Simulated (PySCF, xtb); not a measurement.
C₂H₆BO₂, SMILES CO[B]OC (connectivity only; charge and spin as stated), charge +1, multiplicity 1.

Geometry: PBE0-D3(BJ)/def2-SVP. The spin state was assumed, not searched. The isomer is the one that the SMILES or the coordinates give; other isomers of the formula were not compared. Other conformers were not sampled.

These are PySCF with C-PCM-ωB97X/def2-SVP values and carry that method's errors.

The values are the electrostatic part of the solvation free energy, E(continuum) − E(gas) at the gas-phase geometry, in a cavity of scaled van der Waals radii (PySCF's table); cavitation and dispersion terms are not included. In vacuum the orbital gap is 14.95 eV.

```json
[
 {"solvent": "water", "ε": "78.36", "ΔG(elec) (kcal/mol)": "-53.2", "gap (eV)": "15.04"},
 {"solvent": "N,N-dimethylformamide", "ε": "37.22", "ΔG(elec) (kcal/mol)": "-52.4", "gap (eV)": "15.04"},
 {"solvent": "dichloromethane", "ε": "8.93", "ΔG(elec) (kcal/mol)": "-47.8", "gap (eV)": "15.03"}
]
```

For comparison, GFN2-xTB/ALPB(water) (xtb, at the GFN2-xTB geometry, all terms of that model) gives -52.6 kcal/mol.
